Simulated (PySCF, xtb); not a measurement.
CoF₂, SMILES [F][Co+][F] (connectivity only; charge and spin as stated), charge +1, multiplicity 5.

Harmonic wavenumbers (cm⁻¹) from GFN2-xTB run with xtb at its own minimum, in rising order: 190, 190, 660, 851.

Problem. What does PBE-D3(BJ)/def2-TZVP run with PySCF give at its own minimum? (The exact figures need the calculation; the answer reports its results.)

Solution. 63, 63, 654, 828. Paired by order, the mean absolute difference is 71 cm⁻¹ and the zero-point energies are 2.7 and 2.3 kcal/mol.
